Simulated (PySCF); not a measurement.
A side-by-side comparison of computed properties.

First species: C2H10FNSi2.
SMILES: `N[SiH2][C@@H](F)C[SiH3]`

Second species: C2H6F2OSi.
Structure used (GFN2-xTB), in Å, numbered top down from 1:
```xyz
12
C2H6F2OSi angstrom
O     -2.2980   -0.3963   -0.5380
C     -0.9486   -0.0662   -0.7300
C     -0.1522   -0.0775    0.5727
F     -0.1187   -1.3981    1.0345
Si     1.6498    0.5520    0.3871
F      2.1147    0.1630   -1.1026
H     -2.3385   -1.2581   -0.1051
H     -0.9356    0.9405   -1.1524
H     -0.4733   -0.7537   -1.4427
H     -0.7106    0.4691    1.3409
H      2.5260   -0.1791    1.2815
H      1.6861    2.0036    0.4283
```

Levels: CAM-B3LYP/def2-SVPD for dipole moment, HOMO energy, LUMO energy, HOMO–LUMO gap, static isotropic polarisability and electronic spatial extent ⟨r²⟩ about the centre of nuclear charge; TDDFT CAM-B3LYP/def2-SVPD for lowest singlet excitation; TDA CAM-B3LYP/def2-SVPD for lowest triplet excitation (Tamm–Dancoff); GFN2-xTB for rotational constant A and rotational constant C. Geometries: GFN2-xTB. Each structure is a single optimised conformer of the isolated species, non-relativistic unless stated; the electronic structure was computed with PySCF and density fitting.

Dipoles, sizes and rotational constants follow the conformer. The torsions of the flexible species, by atom-mapped SMILES:
- `[NH2:1][SiH2:2][C@@H:3]([F:4])[CH2:5][SiH3:6]`: N1–Si2–C3–F4 59°, Si2–C3–C5–Si6 -177°, H–N1–Si2–C3 178°, H–N1–Si2–C3 -43°
- `[OH:1][CH2:2][C@@H:3]([F:4])[SiH2:5][F:6]`: O1–C2–C3–F4 66°, C2–C3–Si5–F6 -31°, H–O1–C2–C3 -56°

Which of the two has the higher HOMO–LUMO gap, and by how much?

The second: 10.27 eV against 9.90 eV, a difference of 0.37 eV.

Which has the higher ⟨r²⟩?

The first: 1327 bohr² against 834 bohr², a difference of 493 bohr².

Which has the higher S1 energy?

The second: 7.25 eV against 6.46 eV, a difference of 0.79 eV.

Which has the higher rotational constant C?

The second: 1.408 GHz against 0.880 GHz, a difference of 0.528 GHz.

Which of the two has the higher dipole moment, and by how much?

The second: 1.85 D against 1.55 D, a difference of 0.30 D.

Which has the higher rotational constant A?

The first: 5.767 GHz against 4.690 GHz, a difference of 1.077 GHz.

Which has the higher static isotropic polarisability?

The first: 87.3 au against 55.6 au, a difference of 31.7 au.

Which of the two has the higher T1 energy, and by how much?

The second: 6.90 eV against 6.08 eV, a difference of 0.82 eV.

On the first: The principal polarisabilities are 76.2, 80.9 and 104.6 au; their mean is the isotropic value. The polarisability is 12.93 Å³ as a volume (1 au = 0.148185 Å³), or 1.32 au for each of the 66 electrons.

On the second: The polarisability is 8.25 Å³ as a volume (1 au = 0.148185 Å³), or 0.96 au for each of the 58 electrons. A dipole of 1.85 D is allowed in C1, and pure rotational transitions are dipole-allowed.
